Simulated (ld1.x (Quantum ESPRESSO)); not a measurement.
## platinum (Pt), TM: configuration errors across variants

ld1.x (Quantum ESPRESSO) 7.5 input, shortened:

```
&input
   title='Pt', zed=78., rel=1, dft='PBE', iswitch=3,
   config='[Xe] 4f14 5d9 6s1 6p0'
 /
 &inputp
   pseudotype=2, tm=.true., lloc=-1, rcloc=3.00,
   nlcc=.false.
 /
3
6S  1  0   1.00   0.00  1.20  1.20  0.0
6P  2  1   0.00   0.00  3.25  3.25  0.0
5D  3  2   9.00   0.00  2.00  2.00  0.0
 &test
   configts(1)='5d9 6s1 6p0'
 /
```

All-electron excitation energies from the reference (eV): (1) 5d9 6s0 6p0 9.194; (2) 5d8 6s0 6p0 29.160; (3) 5d7 6s0 6p0 61.376; (4) 5d9 6s0 6p1 5.049; (5) 5d6 6s0 6p0 107.029.

Tests that are not counted but printed errors over 1 eV. “base”: 5d9.5 6s0.5 6p0 (solver errors, printed error -711 eV). “wave 6s (bound): rc 1.20 bohr becomes 6s (bound): rc 1.34 bohr”: 5d9.5 6s0.5 6p0 (solver errors, printed error -712 eV).

4 further variants failed, have other tests or too few solved ones, and are left out.

A true bound ghost makes a file unfit for plane-wave use even where its test errors are small: the radial tests pick states by their node count and pass the ghost by. Where a test does run into it, the solver fails or the error is huge.

Errors AE − PS in meV (a dash: test not solved or not reliable):

```csv
change,(1),(2),(3),(4),(5),bound ghosts
base,+312,+263,+44,+304,-402,not determined
wave 6s (bound): rc 1.20 bohr becomes 6s (bound): rc 1.34 bohr,+161,+112,-108,+153,-555,s
wave 6s (bound): rc 1.20 bohr becomes 6s (bound): rc 1.48 bohr,+109,+61,-155,+101,-597,s
wave 6s (bound): rc 1.20 bohr becomes 6s (bound): rc 1.58 bohr,+20,-22,-229,+15,-656,s
wave 6s (bound): rc 1.20 bohr becomes 6s (bound): rc 1.66 bohr,0.0,-38,-237,-4.2,-654,none
wave 6s (bound): rc 1.20 bohr becomes 6s (bound): rc 1.80 bohr,+4.8,-27,-215,+2.8,-616,none
```

Give the same row for: wave 6s (bound): rc 1.20 bohr becomes 6s (bound): rc 1.26 bohr.

+196, +146, -73, +187, -518; bound ghosts: not determined. Not counted: 5d9.5 6s0.5 6p0 (solver errors, printed error -712 eV).
